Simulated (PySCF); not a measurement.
Bonds (- single, = double, # triple, : aromatic): N1-C2 1.377 Å, C2:C3 1.402 Å, C3:C4 1.394 Å, C4:C5 1.393 Å, C5:C6 1.397 Å, C6:C7 1.382 Å, C7-F8 1.344 Å, C7:C2 1.405 Å. N1 carries H9, H10; C3 carries H11; C4 carries H12; C5 carries H13; C6 carries H14.

Computed data (PySCF 2.14.0 with density-fitted response routines): PBE0-D3(BJ)/def2-SVP geometry, σ from GIAO-PBE0/pcSseg-1, J couplings at B3LYP/pcJ-1 (spin–dipole term only in couplings to heteroatoms). Averaged over atoms made equivalent by symmetry, fast rotation or ring inversion, one computed conformer, isolated molecule, relativity neglected.

Referencing at the same level of theory: ¹H (σ = 31.27 ppm) against TMS.

The spectrum was simulated from the full spin Hamiltonian at 300 MHz with 0.8 Hz Lorentzian lines, from shifts rounded to 0.01 ppm and J to 0.1 Hz, couplings under 1 Hz left out. Exchangeable protons (2H) are left uncoupled and out of the list.

Q: List the maxima of its ¹H spectrum with integrals.

A: 
Maxima in Hz from TMS (height), grouped by integral:
2H: 2126.2 (32), 2125.1 (42), 2119.2 (7), 2116.8 (44), 2116.1 (70), 2114.8 (71), 2111.4 (8), 2106.3 (82), 2105.0 (78), 2098.8 (36), 2097.8 (52), 2096.8 (30)
2H: 2012.2 (16), 2011.1 (47), 2009.9 (57), 2009.0 (44), 2007.9 (29), 2006.7 (35), 2002.7 (55), 2001.4 (100), 2000.2 (81), 1998.4 (58), 1994.8 (26), 1993.5 (27), 1992.7 (40), 1991.6 (43), 1990.5 (32), 1989.2 (15)

Q: Summarise it as multiplets with assignments.

A: ¹H NMR (300 MHz, computed): δ 7.05 (m, 1H, H14), 7.02 (m, 1H, H12), 6.67 (m, 1H, H13), 6.67 (m, 1H, H11), 3.20 (br s, 2H, H9/H10). These are first-order names; overlap and second-order distortion can hide them in the list.

The OH or NH signal is concentration- and solvent-dependent in practice; the value given is the gas-phase one. Splittings below 1 Hz are ignored in the labels, and close J values are merged. Unscaled 3J(H,H) at this level run about 9 % above measured values.
